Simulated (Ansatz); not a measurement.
Abridged output of a molecular run in Ansatz:

```
Functional definition: HF
1540 factors; integrals over basis functions are off by at most 1.0e-3 eV
mean field evaluation 1: about -41862.3657 eV, gradient 7.1e1 eV
mean field evaluation 2: about -41862.5114 eV, gradient 7.1e1 eV
mean field evaluation 4: about -41871.2470 eV, gradient 8.4e0 eV
mean field evaluation 8: about -41871.4306 eV, gradient 8.3e-1 eV
mean field evaluation 16: about -41871.4335 eV, gradient 6.3e-6 eV
mean field -41871.43345694 eV, -1538.7467980656 hartree, gradient 6.3e-6 eV, S^2 0.000000; 0 other end points of the search recorded, 0 dependent functions left out
13 core orbitals not correlated: weight in the atoms' cores, before any rotation towards them, 1.000 or more for the frozen orbitals, at most 0.000 for the correlated occupied ones
reference -41871.43345694 eV, -1538.7467980656 hartree; 20, 20 occupied and 208, 208 virtual orbitals, 1540 factors
second order -36.27709823 eV of doubles, -0.00000000 eV of singles
cycle   1  -35.09270517 eV  change     1.2e0 eV  update   2.5e-1
cycle   2  -36.32751733 eV  change    -1.2e0 eV  update   1.6e-1
cycle   3  -36.63861784 eV  change   -3.1e-1 eV  update   5.4e-2
cycle   4  -36.64137964 eV  change   -2.8e-3 eV  update   2.1e-2
cycle   5  -36.61790282 eV  change    2.3e-2 eV  update   7.4e-3
cycle   6  -36.61613205 eV  change    1.8e-3 eV  update   3.3e-3
cycle   7  -36.61816117 eV  change   -2.0e-3 eV  update   2.0e-3
cycle   8  -36.61799870 eV  change    1.6e-4 eV  update   8.7e-4
cycle   9  -36.61815318 eV  change   -1.5e-4 eV  update   3.9e-4
cycle  10  -36.61883460 eV  change   -6.8e-4 eV  update   1.7e-4
cycle  11  -36.61847629 eV  change    3.6e-4 eV  update   9.3e-5
cycle  12  -36.61833165 eV  change    1.4e-4 eV  update   5.0e-5
cycle  13  -36.61841801 eV  change   -8.6e-5 eV  update   1.8e-5
cycle  14  -36.61838127 eV  change    3.7e-5 eV  update   1.1e-5
perturbative correction -1.81414396 eV, -0.0666685610 hartree
Total energy: -41909.86598217 eV, -1540.1591673174 hartree
```

Its atoms:

```xyz
8

N    -0.1300    1.3595    0.4039
Ti    0.3197   -0.3059   -0.2761
O    -1.0694   -1.3567    0.0065
F     0.7634   -0.1312   -1.9695
Cl    2.1027   -1.0995    0.7770
H    -0.9109    1.5294    1.0222
H     0.3902    2.2086    0.2295
H    -1.4658   -2.2041   -0.1934
```

Problem. Which basis set was used?
A. def2-TZVPP
B. def2-TZVPPD
C. def2-SVP
D. cc-pV(Q+d)Z

Solution. A. It gives 241 functions.

Problem. Write the keys of the input that set method, charge and spin (a neutral closed shell needs none for the last two).

Solution. 
```yaml
correlation: {method: ccsd_t}
```
